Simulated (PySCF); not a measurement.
Al(Cl)3(NH3) (AlCl3H3N), SMILES [NH3]->[Al]([Cl])([Cl])[Cl] (connectivity only; charge and spin as stated), neutral, multiplicity 1.

Coordinates come from a B3LYP-D3(BJ)/def2-SVP optimisation. The geometry has at least one imaginary mode, so it is a saddle point at that level. The isomer is the one that the SMILES or the coordinates give; other isomers of the formula were not compared. Other conformers were not sampled.

The numbers are results of PySCF 2.14.0 with B3LYP-D3(BJ)/def2-SVP, not measurements.

Frequencies are harmonic and unscaled.

Modes within 1.5 cm⁻¹ of each other (mostly degenerate sets) share a row, with their intensities summed.

```json
[
 {"mode": "1", "ν (cm⁻¹)": "107i", "IR (km/mol)": "0.0", "Raman (Å⁴/amu)": "0.0", "depolarisation": "–", "moving atoms (share of kinetic energy)": "H 99 %"},
 {"mode": "2–3", "ν (cm⁻¹)": "118", "IR (km/mol)": "18.1", "Raman (Å⁴/amu)": "1.5", "depolarisation": "0.75", "moving atoms (share of kinetic energy)": "Cl 52 %, N 33 %, H 15 %"},
 {"mode": "4–5", "ν (cm⁻¹)": "155", "IR (km/mol)": "0.7", "Raman (Å⁴/amu)": "3.2", "depolarisation": "0.75", "moving atoms (share of kinetic energy)": "Cl 66 %, Al 15 %, H 10 %, N 9 %"},
 {"mode": "6", "ν (cm⁻¹)": "194", "IR (km/mol)": "37.6", "Raman (Å⁴/amu)": "1.2", "depolarisation": "0.57", "moving atoms (share of kinetic energy)": "Cl 41 %, Al 32 %, N 21 %"},
 {"mode": "7", "ν (cm⁻¹)": "375", "IR (km/mol)": "8.0", "Raman (Å⁴/amu)": "8.0", "depolarisation": "0.03", "moving atoms (share of kinetic energy)": "Cl 85 %, N 11 %"},
 {"mode": "8", "ν (cm⁻¹)": "488", "IR (km/mol)": "44.8", "Raman (Å⁴/amu)": "0.4", "depolarisation": "0.47", "moving atoms (share of kinetic energy)": "Al 48 %, N 39 %, H 10 %"},
 {"mode": "9–10", "ν (cm⁻¹)": "556", "IR (km/mol)": "150.5", "Raman (Å⁴/amu)": "3.6", "depolarisation": "0.75", "moving atoms (share of kinetic energy)": "Al 51 %, Cl 33 %, H 13 %"},
 {"mode": "11–12", "ν (cm⁻¹)": "706", "IR (km/mol)": "267.2", "Raman (Å⁴/amu)": "2.3", "depolarisation": "0.75", "moving atoms (share of kinetic energy)": "H 68 %, Al 16 %, N 14 %"},
 {"mode": "13", "ν (cm⁻¹)": "1266", "IR (km/mol)": "190.2", "Raman (Å⁴/amu)": "1.2", "depolarisation": "0.49", "moving atoms (share of kinetic energy)": "H 83 %, N 17 %"},
 {"mode": "14–15", "ν (cm⁻¹)": "1610", "IR (km/mol)": "51.5", "Raman (Å⁴/amu)": "7.4", "depolarisation": "0.75", "moving atoms (share of kinetic energy)": "H 95 %"},
 {"mode": "16", "ν (cm⁻¹)": "3442", "IR (km/mol)": "28.4", "Raman (Å⁴/amu)": "93.1", "depolarisation": "0.00", "moving atoms (share of kinetic energy)": "H 98 %"},
 {"mode": "17–18", "ν (cm⁻¹)": "3556", "IR (km/mol)": "114.6", "Raman (Å⁴/amu)": "101.1", "depolarisation": "0.75", "moving atoms (share of kinetic energy)": "H 92 %, N 8 %"}
]
```
